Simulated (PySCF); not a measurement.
# How methods differ on the excitation energy of Tc

Tc [Kr] 4d5 5s2 (6S) → Tc [Kr] 4d4 5s2 6s1 (6D), as a difference of total energies. Calculation: PySCF 2.14, in aug-cc-pwCVDZ-PP with ECP28MDF; scalar relativity through the core potential. Correlated levels: valence: 4s2 4p6 frozen; valence and next inner shell: nothing frozen outside the core potential. The calculations carry no spin-orbit coupling.

| method | excitation energy (eV) |
| --- | --- |
| UHF | 9.632 |
| LDA | 10.201 |
| PBE | 10.047 |
| PBE0 | 10.089 |
| r2SCAN | 10.341 |
| MN15 | 10.091 |
| B3LYP | 9.946 |
| BLYP | 9.845 |
| CAM-B3LYP | 9.932 |
| MP2 (valence) | 10.090 |
| SCS-MP2 (valence) | 9.642 |
| MP2 (valence and next inner shell) | 10.039 |
| SCS-MP2 (valence and next inner shell) | 9.718 |

Problem. How much does correlation contribute at MP2 (valence and next inner shell)?

Solution. 10.039 − (9.632) = 0.407 eV, measured against UHF.

The upper state lies above the first ionisation limit, where it may autoionise and the basis confines it. A Rydberg-like electron needs more diffuse functions than a valence basis has.

The promoted electron is Rydberg-like, and one or two diffuse shells describe it only roughly, which tends to raise the upper state.
